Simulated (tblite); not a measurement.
A tight-binding relaxation on `CN(C)[Si@H]([SiH3])[SiH2][SiH3]`.

Computed with GFN2-xTB geometry optimisation, gas phase (tblite 0.8.0). Start geometry: from a force field or distance geometry. The input is one job of a driver script: a line of settings, then coordinates in Å.

Command:
```bash
OMP_NUM_THREADS=1 python probes_run.py task.json out
```

Input:
```
{"job": {"kind": "relax", "xc": "GFN2-xTB", "basis": "xTB"}, "charge": 0, "multiplicity": 1}
C     -2.312700    -1.186000     0.564000
N     -1.111200    -0.970900    -0.226300
C     -1.518100    -0.252800    -1.401500
Si     0.163500    -0.123400     0.691400
Si    -0.810000     1.704300     1.559600
Si     1.827100     0.605500    -0.593100
Si     3.560400    -0.779500    -0.657800
H     -2.062400    -1.562600     1.565200
H     -2.977400    -1.943200     0.073700
H     -2.913400    -0.234400     0.621900
H     -0.670800    -0.021100    -2.059200
H     -2.065800     0.689100    -1.122700
H     -2.243900    -0.881200    -1.975500
H      0.631700    -1.030400     1.762100
H     -2.251200     1.732400     1.249100
H     -0.219200     2.899200     0.918300
H     -0.616700     1.755100     3.012300
H      2.307000     1.863700     0.031700
H      1.356600     0.985800    -1.921100
H      4.263800    -0.889300     0.633300
H      3.155400    -2.118100    -1.072000
H      4.497100    -0.222800    -1.653900
```

Problem. What does the run print?

Solution. 
```
step      E/eV     max force
  0    -591.18968    1.520
  1    -591.31419    0.664
  2    -591.37457    0.435
  3    -591.40198    0.462
  4    -591.45874    0.530
  5    -591.52156    0.583
  6    -591.58527    0.515
  7    -591.62904    0.453
  8    -591.66765    0.368
  9    -591.69634    0.414
... (196 lines left out)
206    -591.92644    0.019
207    -591.92653    0.017
208    -591.92661    0.018
209    -591.92667    0.016
210    -591.92672    0.013
211    -591.92677    0.014
212    -591.92681    0.016
213    -591.92685    0.012
214    -591.92688    0.010
215    -591.92690    0.010
```

«max force» is the largest atomic force in eV/Å.

Problem. From which step on does the largest force stay under 0.1 eV/Å, and how much energy is left to gain from there?

Solution. From step 60 (0.057 eV/Å), 56.6 meV above the end.

In short: energy lowered by 17.0 kcal/mol over 215 steps; largest atomic force 0.010 eV/Å at the end.

Problem. Give the final coordinates.

Solution. 0.934 Å rms from the input after alignment:
```
atom  x, y, z in Å
C1    -1.8503   -1.5566    0.6425
N2    -0.8497   -0.7229    0.0327
C3    -1.1701   -0.4261   -1.3385
Si4    0.0198    0.4457    0.9839
Si5   -1.2251    2.3499    1.5147
Si6    2.0320    0.7222   -0.1444
Si7    2.9811   -1.0755   -1.2534
H8    -1.5498   -1.7985    1.6581
H9    -1.9523   -2.4860    0.0750
H10   -2.8335   -1.0682    0.6765
H11   -0.3840    0.1815   -1.7834
H12   -2.1212    0.1174   -1.4291
H13   -1.2573   -1.3550   -1.9105
H14    0.2492   -0.3364    2.2211
H15   -2.5886    2.3231    0.9623
H16   -0.6011    3.5590    0.9636
H17   -1.3952    2.5977    2.9510
H18    2.9863    1.2665    0.8373
H19    1.8936    1.8479   -1.0924
H20    3.6089   -2.0282   -0.3330
H21    1.9783   -1.8319   -2.0105
H22    4.0186   -0.7062   -2.2243
```

Problem. Estimate the wall time. Hardware: Arm Neoverse N1, one thread, no GPU, shared host with 64 logical CPUs at a one-minute load of 59.

Solution. About 4.3 s.
Labels such as C1 count atoms from 1, the log's own numbers from 0.
